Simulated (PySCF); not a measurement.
C₄HCoO₄, charge +1, doublet, geometry from GFN2-xTB of the parent state (such geometries of metal compounds can be far from the true shape) (a state made from the parent by changing its charge; the spin is typed, not shown lowest); DF-TPSS/3-21G (PySCF).

The PySCF input:
```python
from pyscf import gto, scf, dft

mol = gto.M(
    atom='''
Co    0.16866841   -0.21594632    0.06853971
O     2.11576714    0.29848456   -2.06833429
C     1.35421924    0.10880843   -1.24378571
O     0.72658796    0.75338840    2.78353125
C     0.50304980    0.38753436    1.72901993
O    -1.56131369    1.99895132   -0.63445186
C    -0.88158165    1.12868977   -0.35823750
O    -1.88689263   -2.27515241   -0.32693741
C    -1.09826619   -1.46809481   -0.17680757
H     1.02823552   -1.31645086    0.41783143
''',
    basis='3-21g',
    charge=1,
    spin=1,
    verbose=5,
)

mf = dft.UKS(mol)
mf.xc = 'tpss'
mf = mf.density_fit(auxbasis='def2-universal-jkfit')
mf.kernel()
```

What the program printed (banner, timings and long lists left out):

```
PySCF version 2.14.0

[INPUT] verbose = 5
[INPUT] max_memory = 4000
[INPUT] num. atoms = 10
[INPUT] num. electrons = 83
[INPUT] charge = 1
[INPUT] spin (= nelec alpha-beta = 2S) = 1
[INPUT] symmetry False subgroup None
[INPUT] Mole.unit = angstrom
[INPUT] Symbol           X                Y                Z      unit          X                Y                Z       unit  Magmom
[...]
[INPUT] ---------------- BASIS SET ----------------
[INPUT] l, kappa, [nprim/nctr], expnt,             c_1 c_2 ...
[INPUT] O
[...]
                                48.4308           0.3515
                                10.4206           0.707658
[...]
                                1.5762            1.22156
[...]
                                1.5762            0.853955
[...]
[INPUT] H
[...]
                                0.824547          0.904691
[...]
[INPUT] Co
[...]
                                539.3908          0.375818
                                118.0449          0.682122
[...]
                                33.81561          0.096767
                                10.33323          0.958992
[...]
                                3.382714          0.343251
                                1.076954          0.846963
[...]
                                0.105041          1.084998
[...]
                                33.81561          0.563444
                                10.33323          0.463024
[...]
                                3.382714          0.476917
                                1.076954          0.599154
[...]
                                0.105041          0.999934
[...]
                                3.408983          0.847342
[...]
[INPUT] C
[...]
                                25.9109           0.358794
                                5.53335           0.700713
[...]
                                0.770545          1.21584
[...]
                                0.770545          0.860619
[...]
nuclear repulsion = 621.464696780973
number of shells = 53
number of NR pGTOs = 177
number of NR cGTOs = 101
basis = 3-21g
ecp = {}

******** <class 'pyscf.df.df_jk.DFUKS'> ********
method = DFUKS
initial guess = minao
damping factor = 0
level_shift factor = 0
DIIS = <class 'pyscf.scf.diis.CDIIS'>
diis_start_cycle = 1
diis_space = 8
diis_damp = 0
SCF conv_tol = 1e-09
SCF conv_tol_grad = None
SCF max_cycles = 50
direct_scf = False
number electrons alpha = 42  beta = 41
XC library pyscf.dft.libxc version 7.1.2
    S. Lehtola, C. Steigemann, M. J. T. Oliveira, and M. A. L. Marques,  SoftwareX 7, 1–5 (2018)
XC functionals = tpss
    J. Tao, J. P. Perdew, V. N. Staroverov, and G. E. Scuseria,  Phys. Rev. Lett. 91, 146401 (2003)
    J. P. Perdew, J. Tao, V. N. Staroverov, and G. E. Scuseria,  J. Chem. Phys. 120, 6898 (2004)
    J. Tao, J. P. Perdew, V. N. Staroverov, and G. E. Scuseria,  Phys. Rev. Lett. 91, 146401 (2003)
    J. P. Perdew, J. Tao, V. N. Staroverov, and G. E. Scuseria,  J. Chem. Phys. 120, 6898 (2004)
radial grids:
    Treutler-Ahlrichs [JCP 102, 346 (1995); DOI:10.1063/1.469408] (M4) radial grids

becke partition: Becke, JCP 88, 2547 (1988); DOI:10.1063/1.454033
pruning grids: <function nwchem_prune>
grids dens level: 3
symmetrized grids: False
atomic radii adjust function: <function treutler_atomic_radii_adjust>
small_rho_cutoff = 0
Set gradient conv threshold to 3.16228e-05
atom Co rad-grids = 90, ang-grids = [ 50  50  50  50  50  50  50  50  50  50  50  50  50  50  50  50  50  50
  50  50  50  50  50  50  50  50  50  50  86  86  86  86  86  86  86  86
  86  86  86  86  86  86  86 350 350 350 350 350 350 350 350 350 350 434
 434 434 434 434 434 434 434 434 434 434 434 434 434 434 434 434 434 434
 434 434 350 350 350 350 350 350 350 350 350 350 350 350 350 350 350 350]
atom O rad-grids = 75, ang-grids = [ 50  50  50  50  50  50  50  50  50  50  50  50  50  50  50  50  50  50
  50  50  50  50  50  86  86  86  86  86  86  86  86  86 266 266 266 266
[...]
nelec by numeric integration = [41.99999454 40.99999511]
E1 = -3738.0968143744126  E2 = 1289.359665517661  Ecoul = 1404.164196774114  Exc = -114.80453125645312
cycle= 49 E= -1827.27245207578  delta_E= -1.3e-07  |g|= 0.000164  |ddm|= 0.00149
  alpha mo_energy =
[-2.75236263e+02 -3.27102103e+01 -2.83029216e+01 -2.83028984e+01
 -2.82974188e+01 -1.91406814e+01 -1.91378490e+01 -1.91270017e+01
 -1.91219681e+01 -1.02988217e+01 -1.02972498e+01 -1.02902246e+01
 -1.02899127e+01 -3.94242127e+00 -2.63496026e+00 -2.63408254e+00
 -2.61779654e+00 -1.33810189e+00 -1.33562150e+00 -1.32736910e+00
 -1.32200124e+00 -7.92387813e-01 -7.40712271e-01 -7.36115046e-01
 -7.29425153e-01 -6.63502722e-01 -6.59936169e-01 -6.58868993e-01
 -6.57104429e-01 -6.52800486e-01 -6.51030721e-01 -6.46004233e-01
 -6.45085024e-01 -6.38955624e-01 -6.35476490e-01 -6.28354191e-01
 -6.27758256e-01 -5.34588252e-01 -5.04145193e-01 -5.03458401e-01
 -4.92111636e-01 -4.69647256e-01 -2.96137700e-01 -2.91386216e-01
 -2.89821184e-01 -2.83887681e-01 -2.80989400e-01 -2.66532009e-01
 -2.49018615e-01 -2.44457026e-01 -2.42383878e-01 -1.45988950e-01
 -1.06792358e-01 -1.05429546e-01 -9.71748271e-02  7.53546333e-02
  9.41476863e-02  1.01093863e-01  1.83159059e-01  1.91733073e-01
  1.95331578e-01  2.32105905e-01  3.39990226e-01  4.07136856e-01
  4.09088858e-01  5.42849795e-01  5.50565345e-01  5.53654593e-01
  6.17175929e-01  6.18778272e-01  6.22215365e-01  6.41578925e-01
  6.96671108e-01  7.00913909e-01  7.10637675e-01  8.75687402e-01
  1.14340514e+00  1.14473787e+00  1.18758778e+00  1.19208493e+00
  1.21662029e+00  1.22693506e+00  1.22780325e+00  1.23256967e+00
  1.23892565e+00  1.29638929e+00  1.29804287e+00  1.34907654e+00
  1.49885490e+00  1.51434705e+00  1.51905657e+00  1.89418482e+00
  2.45460919e+00  2.45645128e+00  2.57454958e+00  2.59230770e+00
  2.63321276e+00  2.90142772e+00  2.90574178e+00  2.90962097e+00
  3.27223764e+00]
  beta  mo_energy =
[-2.75236039e+02 -3.26972002e+01 -2.82924718e+01 -2.82901934e+01
 -2.82900845e+01 -1.91387488e+01 -1.91361836e+01 -1.91267095e+01
 -1.91218795e+01 -1.02992383e+01 -1.02975435e+01 -1.02905582e+01
 -1.02893413e+01 -3.90963278e+00 -2.60352429e+00 -2.59337804e+00
 -2.59256468e+00 -1.33510833e+00 -1.33295571e+00 -1.32694933e+00
 -1.32132902e+00 -7.89033570e-01 -7.38394674e-01 -7.31081282e-01
 -7.25142066e-01 -6.61057212e-01 -6.58842602e-01 -6.55808882e-01
 -6.49592574e-01 -6.48337325e-01 -6.48166364e-01 -6.41917400e-01
 -6.40353872e-01 -6.33617107e-01 -6.33191939e-01 -6.27782401e-01
 -6.22986041e-01 -5.32733459e-01 -4.88146822e-01 -4.87393315e-01
 -4.63315707e-01 -4.40629765e-01 -2.85964444e-01 -2.84823489e-01
 -2.81303797e-01 -2.75522136e-01 -2.67796856e-01 -2.63629300e-01
 -2.48293401e-01 -2.44773907e-01 -2.40927589e-01 -1.44788840e-01
 -1.05177078e-01 -1.04988139e-01 -9.70805030e-02  8.70907587e-02
  1.05123103e-01  1.05479027e-01  1.85375111e-01  1.93092029e-01
  2.00302967e-01  2.35288634e-01  3.43972562e-01  4.06898125e-01
  4.10563191e-01  5.43444309e-01  5.50952950e-01  5.55024486e-01
  6.17126973e-01  6.18720493e-01  6.22937726e-01  6.42413888e-01
  6.99333278e-01  7.02719404e-01  7.11464093e-01  8.72164795e-01
  1.14780289e+00  1.14834664e+00  1.18947975e+00  1.19394744e+00
  1.21794976e+00  1.22864293e+00  1.23116203e+00  1.23562878e+00
  1.24077770e+00  1.29707501e+00  1.29968614e+00  1.34990565e+00
  1.50074180e+00  1.52040007e+00  1.52090804e+00  1.89669084e+00
  2.47287649e+00  2.47374868e+00  2.60274981e+00  2.62780758e+00
  2.65104863e+00  2.90708815e+00  2.91142882e+00  2.91780312e+00
  3.27693451e+00]
multiplicity <S^2> = 0.75754458  2S+1 = 2.0075304
nelec by numeric integration = [41.99999454 40.99999512]
E1 = -3738.0953992888035  E2 = 1289.3582502919141  Ecoul = 1404.1627538964033  Exc = -114.80450360448907
cycle= 50 E= -1827.27245221592  delta_E= -1.4e-07  |g|= 0.00015  |ddm|= 0.00174
SCF not converged.
SCF energy = -1827.27245221592 after 50 cycles  <S^2> = 0.75754458  2S+1 = 2.0075304
```

Convergence was not reached.
